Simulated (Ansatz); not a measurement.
System: SbCl2 (charge 0, doublet). It need not be the lowest isomer of its formula. 
Structure (B3LYP-D3(BJ)/def2-TZVP (Ansatz, a program for electronic structure) minimum search):
```
Sb
Cl 1 2.3629
Cl 1 2.3629 2 98.97
```
Charge 0, spin multiplicity 2.

Computed values are from Ansatz. Correlated levels leave the core frozen unless marked. Open shells are spin-unrestricted. No spin-orbit coupling. The frozen core is the preceding noble-gas configuration, with the filled d and f shells of earlier blocks. In def2 rows, elements after Kr have scalar-relativistic effective core potentials. Basis-set limits of correlation are two-point, X^-3; Hartree-Fock from the larger set. [CCSD(T)-MP2]/basis is that difference in the basis named.

**Question.** What is the dipole moment at CCSD(T)/def2-SVPD?

**Answer.** 2.71 D.

**Question.** What is the vertical ionisation energy (to the singlet) at RI-MP2/CBS(def2-TZVPPD,def2-QZVPPD)+[CCSD(T)-MP2]/def2-TZVPPD?

**Answer.** 8.46 eV.

**Question.** What is the vertical electron affinity (to the singlet; negative means unbound) at RI-MP2/CBS(def2-TZVPPD,def2-QZVPPD)+[CCSD(T)-MP2]/def2-TZVPPD?

**Answer.** 1.78 eV.

**Question.** What is the T1 diagnostic at CCSD/def2-TZVPPD?

**Answer.** 0.015.

**Question.** What is the atomisation energy De at RI-MP2/CBS(def2-TZVPPD,def2-QZVPPD)+[CCSD(T)-MP2]/def2-TZVPPD?

**Answer.** 617.0 kJ/mol.
